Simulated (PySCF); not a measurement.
C3H6O2Se, SMILES O=C(O)CC[SeH], GFN2-xTB optimised geometry.

```
12

O      1.55     0.57    -0.18
C      0.85    -0.39     0.00
O      1.35    -1.61     0.23
C     -0.65    -0.39     0.00
C     -1.23     1.01     0.00
Se    -0.86     2.01    -1.66
H      2.32    -1.59     0.20
H     -0.98    -0.94    -0.89
H     -0.99    -0.95     0.88
H     -0.83     1.61     0.82
H     -2.32     0.98     0.08
H      0.55     2.11    -1.45
```

Density from PBE/def2-TZVP (PySCF) at that geometry.

Minimum of the electron density along straight lines between bonded atoms, close to the bond critical point (lines longer than 1.1 times the sum of covalent radii, or with two minima, are not listed):

| bond | length / Å | ρ at the minimum / e bohr⁻³ | ∇²ρ there / e bohr⁻⁵ | position (fraction from the first atom) |
|---|---|---|---|---|
| O1–C2 | 1.203 | 0.431 | -0.23 | 0.66 |
| C2–O3 | 1.334 | 0.314 | -0.65 | 0.35 |
| C2–C4 | 1.507 | 0.259 | -0.66 | 0.52 |
| C4–C5 | 1.518 | 0.247 | -0.59 | 0.50 |
| C5–Se6 | 1.974 | 0.141 | (withheld) | 0.48 |
| O3–H7 | 0.971 | 0.351 | (withheld) | 0.80 |
| C4–H8 | 1.094 | 0.275 | -0.92 | 0.65 |
| C4–H9 | 1.093 | 0.275 | -0.92 | 0.64 |
| C5–H10 | 1.090 | 0.280 | -0.95 | 0.65 |
| C5–H11 | 1.091 | 0.278 | -0.94 | 0.65 |
| Se6–H12 | 1.434 | (withheld) | -0.36 | 0.63 |

**Question.** Fill in the missing entries.

**Answer.** 
- C5–Se6, ∇²ρ there / e bohr⁻⁵: -0.13
- O3–H7, ∇²ρ there / e bohr⁻⁵: -2.38
- Se6–H12, ρ at the minimum / e bohr⁻³: 0.189
